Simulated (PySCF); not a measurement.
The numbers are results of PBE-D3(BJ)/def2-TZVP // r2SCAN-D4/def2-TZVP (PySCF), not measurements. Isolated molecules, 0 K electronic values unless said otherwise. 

Reference species (SMILES): `[Br][AlH][Br]` (neutral, multiplicity 1).

```json
{
 "HOMO": "-7.39 eV",
 "LUMO": "-2.39 eV",
 "HOMO–LUMO gap": "5.00 eV"
}
```

After one change: the HOMO increases by 0.36 eV; the LUMO drops by 0.11 eV; the HOMO–LUMO gap drops by 0.47 eV.

Problem. What was changed between the two runs? The new species is one of these.
(A) `[AlH2][Br]`
(B) `[AlH3]`
(C) `[Br][Al]([Br])[Br]`

Solution. A, `[AlH2][Br]`
